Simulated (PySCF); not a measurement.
Start geometry of `C=N[SiH2]S[SiH3]` from a GFN2-xTB structure with every atom displaced at random (by about 0.01 Å) (Å):
```
atom  x, y, z in Å
C1    -1.817    1.050    1.070
N2    -1.066    0.687    0.165
Si3   -0.976   -0.685   -0.865
S4     0.816   -1.742   -0.166
Si5    2.294   -0.238   -0.076
H6    -2.750    0.556    1.370
H7    -1.610    1.999    1.593
H8    -1.971   -1.705   -0.849
H9    -0.705   -0.088   -2.143
H10    3.486   -1.007    0.247
H11    1.956    0.711    1.000
H12    2.383    0.432   -1.355
```

Task: What comes out of this run: PySCF, PBE0-D3(BJ)/def2-SVP geometry optimisation, gas phase?

Result: 
```
atom  x, y, z in Å
C1    -1.556    0.608    0.704
N2    -0.695    0.238   -0.140
Si3   -0.773   -1.169   -1.182
S4     0.923   -2.376   -0.692
Si5    2.379   -0.788   -0.528
H6    -2.524    0.092    0.882
H7    -1.378    1.501    1.331
H8    -1.989   -2.020   -0.988
H9    -0.705   -0.665   -2.582
H10    3.699   -1.470   -0.659
H11    2.313   -0.101    0.792
H12    2.210    0.199   -1.633
```

The energy falls by 31.4 kJ/mol over 8 energy and gradient evaluations, the largest force component goes from 0.0413 to 2.7e-04 Eh/bohr, and the atoms move by 0.242 Å rms after alignment. The bond that changes most is Si3–H8 (SiH2 silicon to Si–H hydrogen), which lengthens by 0.072 Å. Bonds longer at the end by more than 0.005 Å: 9 of 11; shorter: 1. Among the angles that change most is C1–N2–Si3, from 135.1° to 127.1°. Among the dihedrals that turn most is C1–N2–Si3–H9, from 136° to 121°. Rotational constants go from 3744, 1521, 1224 to 3632, 1612, 1250 MHz. The orientation of the end geometry is arbitrary; only internal coordinates are fixed.

The run used 117 basis functions and 56 SCF cycles in all. Time: 47 s wall; peak memory 0.50 GiB. Hardware: one thread, Arm Neoverse V1 (aarch64) (shared host).

PBE0-D3(BJ)/def2-SVP frequencies: not computed here. One conformer, not necessarily the lowest.
